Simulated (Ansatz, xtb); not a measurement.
Relaxing a trial structure of AlF2HNSi

The starting geometry of this gas-phase doublet was built from a drawn formula by distance geometry and a force field; its bonds are those of `[H]/N=[Si](/F)[Al][F]`.

```xyz
6

Al   -1.6522    0.9988   -0.2725
F    -0.2039   -2.0511    0.7053
F    -3.2329    1.9490   -0.4678
N    -3.0653   -1.8814    0.9274
Si   -1.6973   -1.1712    0.5460
H    -3.9647   -1.3912    0.8038
```

Problem. Predict what it relaxes into with r2SCAN-D4/def2-SVP.

Solution. It keeps its bonds, and is `[H]/N=[Si](/F)[Al][F]`.

The energy falls by 0.85 eV over 20 steps:

```
step  E − E(last) (eV)
   1             0.850
   3             0.163
   5             0.057
   7             0.007
   9             0.003
  12             0.001
  14             0.000
  16             0.000
  18             0.000
  20             0.000
```

Final geometry (Å):

```xyz
6

Al   -1.6849    1.0118   -0.7357
F    -0.3844   -1.6474    0.7835
F    -2.6969    2.2536   -0.2581
N    -3.0770   -2.1488    0.9522
Si   -1.9071   -1.1070    0.6005
H    -4.0660   -1.9093    0.8999
```

From the same start GFN2-xTB ends elsewhere, at `[H]/N=[Si]/[Al]([F])[F]`.

The end wasn't checked by frequencies. Open shells are spin-unrestricted. Run with Ansatz 0.2.0, 2.1 min on 2 threads of Arm Neoverse V1, on a shared host.
